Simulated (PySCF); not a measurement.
This script is equivalent to a calculation on Ne (neon, neutral).

```python
from pyscf import gto, scf, dft, mp, cc
import basis_set_exchange as bse
mol = gto.M(atom="Ne 0 0 0", charge=0, spin=0, symmetry="D2h",
            basis=gto.basis.parse(bse.get_basis("x2c-SVPall", elements=["Ne"], fmt="nwchem", header=False)),
            nucmod="G")
mf = dft.UKS(mol, xc="LDA,VWN").sfx2c1e()
mf.irrep_nelec = {'Ag': (2, 2), 'B1u': (1, 1), 'B2u': (1, 1), 'B3u': (1, 1)}
mf.kernel()
```

(1) What total energy does it give?

(2) Which occupied shell lies highest, and where?

Answers

(1) -128.188 hartree (calculated).

(2) 2p, at -12.364 eV.
